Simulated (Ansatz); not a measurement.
The same path of BClH3N + H3P (10 atoms, charge 0, multiplicity 1) was run twice with different band settings. Lost on the way: P7–H10. Made: B1–P7, N2–H10.

The calculation used Ansatz 0.2.0, RKS BLYP/def2-SVP.

Relaxed end points:

```xyz
10
Properties=species:S:1:pos:R:3
B 0.295 -1.085 0.063
N 0.109 -0.640 1.376
H -0.780 -0.705 1.875
H 0.869 -0.236 1.927
H 1.371 -0.991 -0.478
Cl -1.069 -1.806 -0.844
P -0.891 3.640 1.308
H -2.191 3.322 0.774
H -1.377 3.623 2.666
H -0.508 2.251 1.360
```

```xyz
10
Properties=species:S:1:pos:R:3
B -0.125 0.536 0.253
N -0.347 -0.081 1.768
H -0.139 -1.095 1.790
H 0.255 0.392 2.462
H 1.055 0.351 -0.001
Cl -1.264 -0.507 -0.818
P -0.594 2.472 0.199
H -1.839 2.396 0.935
H 0.159 2.873 1.371
H -1.330 0.037 2.068
```

Common settings: climbing image yes; spring 5.0 eV/Å²; optimiser quadratic models (default); start path through a guess of the saddle point; force threshold 0.05 eV/Å; iteration limit 60; end points relaxed.

| run | movable images |
| --- | --- |
| 1 | 9 |
| 2 | 3 |

Q: What does each run give, and how far can it be trusted?

A: Run 1: converged after 25 iterations, highest image 2.000 eV above the first end. Neighbouring images differ by up to 1.4 eV, so the band resolves the path poorly. A vibrational analysis at the climbing image gives one clearly imaginary mode, 1246i cm⁻¹: a first-order saddle point.
Run 2: converged after 31 iterations, highest image 2.000 eV above the first end. Neighbouring images differ by up to 1.9 eV, so the band resolves the path poorly. Another band between the same ends (9 images) ends at a top of the same energy, where a vibrational analysis finds 1 clearly imaginary mode. So few images can step over the top or miss a turn of the path.
The orbitals stay closed-shell, which can raise the energy where a bond breaks towards radicals; this wasn't checked here.
